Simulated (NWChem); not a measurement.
System: SiNH2Br, singlet; SMILES N[Si]Br

Here is an NWChem input.

```
start job
memory heap 200 mb stack 900 mb global 1100 mb
geometry units angstroms noautosym nocenter noautoz
  Si     0.708249     1.177892     0.000000
  Br    -0.014269    -1.022377     0.000000
  N     -0.833376     1.938479     0.000000
  H     -1.738659     1.478085     0.000000
  H     -0.910598     2.951179     0.000000
end
basis spherical bse
  Si library x2c-svpall-s
  Br library x2c-svpall-s
  N library x2c-svpall-s
  H library x2c-svpall-s
end
relativistic
  zora on
  zora:cutoff 1d-30
end
dft
  xc pbe0
  grid fine
  iterations 150
end
property
  shielding 4 1 2 3 4
end
task dft property
```

Output (shortened):

```
             Northwest Computational Chemistry Package (NWChem) 7.3.0
             --------------------------------------------------------

                             Geometry "geometry" -> ""
                             -------------------------

 Output coordinates in angstroms (scale by  1.889725989 to convert to a.u.)

  No.       Tag          Charge          X              Y              Z
 ---- ---------------- ---------- -------------- -------------- --------------
    1 Si                  14.0000     0.70824900     1.17789200     0.00000000
    2 Br                  35.0000    -0.01426900    -1.02237700     0.00000000
    3 N                    7.0000    -0.83337600     1.93847900     0.00000000
    4 H                    1.0000    -1.73865900     1.47808500     0.00000000
    5 H                    1.0000    -0.91059800     2.95117900     0.00000000

 Effective nuclear repulsion energy (a.u.)     208.6783409020

                              NWChem Property Module
                              ----------------------

  itol2e modified to match energy
  convergence criterion.

                                 NWChem DFT Module
                                 -----------------

 Summary of "ao basis" -> "ao basis" (spherical)
 ------------------------------------------------------------------------------
       Tag                 Description            Shells   Functions and Types
 ---------------- ------------------------------  ------  ---------------------
 Si                       x2c-svpall-s               9       21   4s4p1d
 Br                       x2c-svpall-s              14       38   5s6p3d
 N                        x2c-svpall-s               7       17   3s3p1d
 H                        x2c-svpall-s               4        8   2s2p

  itol2e modified to match energy
  convergence criterion.

            General Information
            -------------------
          SCF calculation type: DFT
          Wavefunction type:  closed shell.
          No. of atoms     :     5
          No. of electrons :    58
           Alpha electrons :    29
            Beta electrons :    29
          Charge           :     0
          Spin multiplicity:     1
          Use of symmetry is: off; symmetry adaption is: off
          Maximum number of iterations: 150
          AO basis - number of functions:    92
                     number of shells:    38
          Convergence on energy requested:  1.00D-07
          Convergence on density requested:  1.00D-05
          Convergence on gradient requested:  5.00D-04

              XC Information
              --------------
                         PBE0 Method XC Functional
                     Hartree-Fock (Exact) Exchange  0.250
          PerdewBurkeErnzerhof Exchange Functional  0.750
            Perdew 1991 LDA Correlation Functional  1.000 local
           PerdewBurkeErnz. Correlation Functional  1.000 non-local

             Grid Information
             ----------------
          Grid used for XC integration:  fine
          Radial quadrature: Mura-Knowles
          Angular quadrature: Lebedev.
          Tag              B.-S. Rad. Rad. Pts. Rad. Cut. Ang. Pts.
          ---              ---------- --------- --------- ---------
          Si                  1.10      123           9.0       770
          Br                  1.15      140          11.0       974
          N                   0.65       70           9.0       590
          H                   0.35       60          11.0       590
          Grid pruning is: on
          Number of quadrature shells:   453
          Spatial weights used:  Erf1

      Superposition of Atomic Density Guess
      -------------------------------------

 Sum of atomic energies:       -2901.70152160
          Performing ZORA calculations
          ----------------------------

       Generating atomic ZORA corrections
       ----------------------------------

      Superposition of Atomic Density Guess
      -------------------------------------

 Sum of atomic energies:       -2901.70152160

      Non-variational initial energy
      ------------------------------

 Total energy =   -2902.451128
 1-e energy   =   -4461.686552
 2-e energy   =    1350.557083
 HOMO         =      -0.263486
 LUMO         =      -0.020338

   convergence    iter        energy       DeltaE   RMS-Dens  Diis-err
 ---------------- ----- ----------------- --------- --------- ---------
 d= 0,ls=0.0,diis     1  -2965.9105612437 -3.17D+03  1.31D-02  1.24D+02
 d= 0,ls=0.0,diis     2  -2966.1068839883 -1.96D-01  1.01D-02  1.14D+00
 d= 0,ls=0.0,diis     3  -2966.0649071202  4.20D-02  5.62D-03  9.60D-01
 d= 0,ls=0.0,diis     4  -2966.1702405475 -1.05D-01  1.06D-03  1.40D-02
 d= 0,ls=0.0,diis     5  -2966.1711910395 -9.50D-04  5.35D-04  2.08D-03
  Resetting Diis
 d= 0,ls=0.0,diis     6  -2966.1714809544 -2.90D-04  1.31D-04  2.79D-04
 d= 0,ls=0.0,diis     7  -2966.1715056064 -2.47D-05  1.75D-05  1.30D-06
 d= 0,ls=0.0,diis     8  -2966.1715056324 -2.60D-08  8.90D-06  1.66D-06

      Commencing ZORA Property Calculations
      -------------------------------------

(nogshift,skip_gshiftAOev,done_Fji)=( 1,F,T)

         Total DFT energy =    -2966.171505632434
      One electron energy =    -4532.159152756149
           Coulomb energy =     1478.444048277382
    Exchange-Corr. energy =     -121.134742055654
 Nuclear repulsion energy =      208.678340901988

       Scaling correction =       18.276985942799

 Numeric. integr. density =       58.000000111130

                       DFT Final Molecular Orbital Analysis
                       ------------------------------------

 Vector   27  Occ=2.000000D+00  E=-3.019133D-01
              MO Center=  1.4D-01, -6.8D-01,  1.7D-11, r^2= 2.3D+00
   Bfn.  Coefficient  Atom+Function         Bfn.  Coefficient  Atom+Function
  ----- ------------  ---------------      ----- ------------  ---------------
    42      0.449478  2 Br px                39      0.382927  2 Br px
    43     -0.352795  2 Br py                40     -0.301626  2 Br py
    36     -0.256669  2 Br px                37      0.201102  2 Br py
     3      0.155397  1 Si s                 14      0.124719  1 Si px
     4      0.122609  1 Si s                 11      0.098989  1 Si px

 Vector   28  Occ=2.000000D+00  E=-2.928719D-01
              MO Center= -2.1D-01, -2.2D-01, -3.2D-10, r^2= 3.1D+00
   Bfn.  Coefficient  Atom+Function         Bfn.  Coefficient  Atom+Function
  ----- ------------  ---------------      ----- ------------  ---------------
    44      0.539063  2 Br pz                41      0.449075  2 Br pz
    38     -0.300906  2 Br pz                71     -0.274017  3 N  pz
    68     -0.220400  3 N  pz                65     -0.113764  3 N  pz
    29      0.071187  2 Br pz                18     -0.053347  1 Si d -1
    35      0.026394  2 Br pz

 Vector   29  Occ=2.000000D+00  E=-2.591383D-01
              MO Center=  6.8D-01,  6.6D-01, -5.2D-10, r^2= 3.6D+00
   Bfn.  Coefficient  Atom+Function         Bfn.  Coefficient  Atom+Function
  ----- ------------  ---------------      ----- ------------  ---------------
     3      0.424997  1 Si s                  4      0.395415  1 Si s
    42     -0.361405  2 Br px                39     -0.290436  2 Br px
     2     -0.250969  1 Si s                 11      0.227099  1 Si px
    14      0.213378  1 Si px                36      0.193196  2 Br px
    62     -0.190836  3 N  s                 43     -0.178025  2 Br py

 Vector   30  Occ=0.000000D+00  E=-6.005745D-02
              MO Center=  5.8D-01,  1.1D+00, -2.4D-09, r^2= 3.1D+00
   Bfn.  Coefficient  Atom+Function         Bfn.  Coefficient  Atom+Function
  ----- ------------  ---------------      ----- ------------  ---------------
    16      0.743316  1 Si pz                13      0.382046  1 Si pz
    71     -0.325245  3 N  pz                44     -0.242690  2 Br pz
    68     -0.178716  3 N  pz                 7     -0.155271  1 Si pz
    41     -0.145658  2 Br pz                65     -0.099087  3 N  pz
    38      0.096316  2 Br pz                10     -0.066635  1 Si pz

 Vector   31  Occ=0.000000D+00  E= 3.246999D-03
              MO Center=  5.4D-01,  9.9D-01,  3.4D-10, r^2= 4.2D+00
   Bfn.  Coefficient  Atom+Function         Bfn.  Coefficient  Atom+Function
  ----- ------------  ---------------      ----- ------------  ---------------
    15      0.987052  1 Si py                43      0.519611  2 Br py
    62     -0.460264  3 N  s                 26      0.393098  2 Br s
    78      0.350951  4 H  s                 12      0.330901  1 Si py
    42      0.274621  2 Br px                 3     -0.259531  1 Si s
    25      0.192111  2 Br s                 40      0.191751  2 Br py

 Vector   32  Occ=0.000000D+00  E= 5.040975D-02
              MO Center= -5.1D-01,  1.8D+00,  3.1D-10, r^2= 5.1D+00
   Bfn.  Coefficient  Atom+Function         Bfn.  Coefficient  Atom+Function
  ----- ------------  ---------------      ----- ------------  ---------------
    62      1.383492  3 N  s                 86     -0.921701  5 H  s
    14      0.728282  1 Si px                 4     -0.508385  1 Si s
    78     -0.438580  4 H  s                 43      0.384791  2 Br py
    61      0.224411  3 N  s                 26      0.218560  2 Br s
    11      0.182239  1 Si px                25      0.168554  2 Br s

     Multipole analysis of the density
     ---------------------------------

     L   x y z        total         alpha         beta         nuclear
     -   - - -        -----         -----         ----         -------
     0   0 0 0     -0.000000    -29.000000    -29.000000     58.000000

     1   1 0 0     -0.594532     -1.178995     -1.178995      1.763458
     1   0 1 0      1.073767      1.759621      1.759621     -2.445476
     1   0 0 1     -0.000000     -0.000000     -0.000000      0.000000

     2   2 0 0    -27.169381    -41.695202    -41.695202     56.221022
     2   1 1 0     -2.367678      6.628997      6.628997    -15.625672
     2   1 0 1     -0.000000     -0.000000     -0.000000      0.000000
     2   0 2 0    -24.021298   -178.433009   -178.433009    332.844720
     2   0 1 1     -0.000000     -0.000000     -0.000000      0.000000
     2   0 0 2    -27.884303    -13.942152    -13.942152      0.000000

            Scalar ZORA NMR Shielding
            -------------------------

          -----------------------------------------
          Chemical Shielding Tensors (GIAO, in ppm)
          -----------------------------------------

                                NWChem CPHF Module
                                ------------------

  scftype          =     RHF
  nclosed          =       29
  nopen            =        0
  variables        =     1827
  # of vectors     =        3
  tolerance        = 0.10D-03
  level shift      = 0.00D+00
  max iterations   =       50
  max subspace     =       30

 SCF residual:    3.1456850261738260E-004

Iterative solution of linear equations
  No. of variables     1827
  No. of equations        3
  Maximum subspace       30
        Iterations       50
       Convergence  1.0D-04

   iter   nsub   residual    time
   ----  ------  --------  ---------
     1      3    8.41D-01     126.4
     2      6    4.74D-02     133.2
     3      9    2.12D-03     140.1
     4     12    1.25D-04     146.9
     5     15    9.23D-06     153.7

      Atom:    1  Si
        Diamagnetic
    874.5790      2.0036     -0.0000
      2.0036    884.1249      0.0000
     -0.0000      0.0000    873.0239

        Paramagnetic
   -658.6353    149.9582     -0.0000
    149.9582  -1036.8766      0.0000
     -0.0000      0.0000   -608.9504

        Total Shielding Tensor
    215.9437    151.9618     -0.0000
    151.9618   -152.7517      0.0000
     -0.0000      0.0000    264.0735

           isotropic =     109.0885
          anisotropy =     242.1215

          Principal Components and Axis System
                 1           2           3
              270.5028    264.0735   -207.3108

      1         0.9412     -0.0000     -0.3379
      2         0.3379     -0.0000      0.9412
      3         0.0000      1.0000     -0.0000

      Atom:    2  Br
        Diamagnetic
   3112.2693      1.9615      0.0000
      1.9615   3120.4240      0.0000
      0.0000      0.0000   3111.0811

        Paramagnetic
  -1724.1740    771.0998     -0.0000
    771.0998   -826.9078      0.0000
     -0.0000      0.0000   -932.2126

        Total Shielding Tensor
   1388.0953    773.0613     -0.0000
    773.0613   2293.5162      0.0000
     -0.0000      0.0000   2178.8685

           isotropic =    1953.4933
          anisotropy =    1174.7632

          Principal Components and Axis System
                 1           2           3
             2736.6688   2178.8685    944.9427

      1         0.4973     -0.0000      0.8676
      2         0.8676     -0.0000     -0.4973
      3         0.0000      1.0000      0.0000

      Atom:    3  N
        Diamagnetic
    324.5201     -5.4544      0.0000
     -5.4544    323.7080      0.0000
      0.0000      0.0000    293.8412

        Paramagnetic
   -152.7082    -78.4334     -0.0000
    -78.4334   -366.4037      0.0000
     -0.0000      0.0000   -115.3072

        Total Shielding Tensor
    171.8119    -83.8877      0.0000
    -83.8877    -42.6957      0.0000
      0.0000      0.0000    178.5341

           isotropic =     102.5501
          anisotropy =     147.2574

          Principal Components and Axis System
                 1           2           3
              200.7217    178.5341    -71.6055

      1         0.9454      0.0000      0.3258
      2        -0.3258     -0.0000      0.9454
      3        -0.0000      1.0000     -0.0000

      Atom:    4  H
        Diamagnetic
     40.6799      3.1846      0.0000
      3.1846     29.9463      0.0000
      0.0000      0.0000     19.1410

        Paramagnetic
     -6.6788     -4.7326      0.0000
     -4.7326     -7.4778     -0.0000
      0.0000     -0.0000      2.3488

        Total Shielding Tensor
     34.0012     -1.5480      0.0000
     -1.5480     22.4685      0.0000
      0.0000      0.0000     21.4899

           isotropic =      25.9865
          anisotropy =      12.3282

          Principal Components and Axis System
                 1           2           3
               34.2053     22.2644     21.4899

      1         0.9914      0.1308     -0.0000
      2        -0.1308      0.9914     -0.0000
      3         0.0000      0.0000      1.0000
```

Level: PBE0/x2c-SVPall-s, scalar ZORA without spin-orbit coupling, GIAO. Low-valent species are run as closed-shell singlets; no triplet was tried in these runs. Structure relaxed at the B3LYP/6-31G* (spherical d) level. The printed shielding anisotropy is the first printed principal value minus the mean of the other two.
